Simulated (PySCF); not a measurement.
A structure optimised at PBE-D3(BJ)/def2-SVP, used in a PySCF frequency run:

```xyz
8

C      0.5701    -3.2945     0.0000
C      0.9298    -2.1212     0.0000
C      1.3924    -0.7861     0.0000
C      0.5953     0.3193     0.0000
Cl     1.2622     1.9122     0.0000
Br    -1.2887     0.2206     0.0000
H      0.2399    -4.3237     0.0000
H      2.4818    -0.6091     0.0000
```
Charge 0, spin multiplicity 1.

**Question.** Write its SMILES, formula and point group.

**Answer.** C#C/C=C(/Cl)Br, C₄H₂BrCl, Cs

**Question.** What are its rotational constants (standard atomic weights)?

**Answer.** 2.1414, 1.4634, 0.86931 GHz
